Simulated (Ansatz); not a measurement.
Molecular dynamics, step by step

SiH$_{2}$F$_{4}$, closed shell, PBE0-D4/def2-SVP (Ansatz 0.2.0). Settings (timestep in fs, temperature in K; T counts 15 degrees of freedom):

```yaml
hamiltonian: {xc: pbe0, dispersion: d4}
md: {n_steps: 60, timestep: 1.0, temperature: 200, ensemble: nve, seed: 178, initial_velocities: maxwell_boltzmann}
```

Start, the saddle point found with PBE0-D4 in triple zeta (not stationary at another level):

Si1  (-0.363, -0.107, -0.132)
H2  (1.249, -0.448, -0.234)
F3  (-0.534, -1.307, -1.163)
F4  (-1.197, -0.626, 1.092)
F5  (-0.962, 1.093, -0.947)
H6  (1.257, 0.321, 0.415)
F7  (0.549, 1.074, 0.969)
(Å)

| step | time (fs) | potential energy less the start (meV) | kinetic energy (meV) | T (K) |
| --- | --- | --- | --- | --- |
| 0 | 0.00 | 0.0 | 129.3 | 200 |
| 4 | 4.00 | 24.0 | 106.4 | 165 |
| 8 | 8.00 | 2.9 | 126.5 | 196 |
| 12 | 12.00 | 39.1 | 91.4 | 141 |
| 16 | 16.00 | -28.6 | 159.1 | 246 |
| 20 | 20.00 | -258.9 | 389.5 | 603 |
| 24 | 24.00 | -641.8 | 771.2 | 1193 |
| 28 | 28.00 | -954.1 | 1083.0 | 1676 |
| 32 | 32.00 | -1070.2 | 1199.3 | 1856 |
| 36 | 36.00 | -1070.5 | 1200.6 | 1858 |
| 40 | 40.00 | -1171.8 | 1301.4 | 2014 |
| 44 | 44.00 | -1345.6 | 1474.7 | 2282 |
| 48 | 48.00 | -1491.6 | 1620.9 | 2508 |
| 52 | 52.00 | -1602.7 | 1731.1 | 2679 |
| 56 | 56.00 | -1512.9 | 1642.2 | 2541 |
| 60 | 60.00 | -1371.6 | 1502.1 | 2324 |

Step 8, positions (Å) and forces (eV/Å):

| atom | x | y | z | Fx | Fy | Fz |
| --- | --- | --- | --- | --- | --- | --- |
| Si1 | -0.347 | -0.092 | -0.136 | -0.722 | 0.474 | 1.418 |
| H2 | 1.260 | -0.452 | -0.268 | 0.192 | 0.107 | 0.152 |
| F3 | -0.539 | -1.305 | -1.142 | -0.012 | -0.703 | -0.741 |
| F4 | -1.219 | -0.669 | 1.112 | 0.613 | 0.545 | -0.628 |
| F5 | -0.974 | 1.114 | -0.984 | 0.176 | -0.087 | 0.189 |
| H6 | 1.289 | 0.281 | 0.401 | -0.065 | -0.018 | -0.132 |
| F7 | 0.562 | 1.074 | 0.974 | -0.182 | -0.318 | -0.257 |

Step 24, positions (Å) and forces (eV/Å):

```json
{"atom": "Si1", "x": "-0.369", "y": "-0.030", "z": "-0.073", "Fx": "-0.143", "Fy": "1.163", "Fz": "0.193"}
{"atom": "H2", "x": "1.486", "y": "-0.619", "z": "-0.426", "Fx": "0.197", "Fy": "-0.637", "Fz": "-0.550"}
{"atom": "F3", "x": "-0.526", "y": "-1.318", "z": "-1.130", "Fx": "1.156", "Fy": "1.520", "Fz": "1.050"}
{"atom": "F4", "x": "-1.207", "y": "-0.704", "z": "1.095", "Fx": "-0.277", "Fy": "0.031", "Fz": "0.385"}
{"atom": "F5", "x": "-0.970", "y": "1.127", "z": "-1.026", "Fx": "0.213", "Fy": "-0.539", "Fz": "0.399"}
{"atom": "H6", "x": "1.647", "y": "-0.051", "z": "0.062", "Fx": "0.072", "Fy": "0.029", "Fz": "0.023"}
{"atom": "F7", "x": "0.535", "y": "1.043", "z": "0.953", "Fx": "-1.219", "Fy": "-1.567", "Fz": "-1.500"}
```

Step 28, positions (Å) and forces (eV/Å):

| atom | x | y | z | Fx | Fy | Fz |
| --- | --- | --- | --- | --- | --- | --- |
| Si1 | -0.383 | -0.002 | -0.051 | 0.158 | 0.086 | -0.756 |
| H2 | 1.605 | -0.813 | -0.599 | 0.107 | 0.191 | 0.147 |
| F3 | -0.505 | -1.298 | -1.112 | 1.162 | 1.572 | 1.096 |
| F4 | -1.200 | -0.705 | 1.088 | -0.863 | -0.307 | 1.065 |
| F5 | -0.962 | 1.116 | -1.025 | -0.213 | 0.119 | -0.055 |
| H6 | 1.813 | -0.242 | -0.113 | -0.063 | -0.305 | -0.259 |
| F7 | 0.505 | 1.016 | 0.928 | -0.289 | -1.357 | -1.239 |

Last step (60):

| atom | x (Å) | y (Å) | z (Å) |
| --- | --- | --- | --- |
| Si1 | -0.6566 | 0.0829 | 0.0219 |
| H2 | 2.7083 | -2.0985 | -1.7993 |
| F3 | -0.0050 | -1.1344 | -0.9820 |
| F4 | -1.4115 | -0.7097 | 1.2102 |
| F5 | -1.1118 | 1.1946 | -1.0874 |
| H6 | 3.4380 | -1.9676 | -1.6658 |
| F7 | 0.6260 | 0.8115 | 0.7759 |

Hardware: 4 CPU threads of an AMD EPYC 9B45, shared host. Wall time about 21 s.
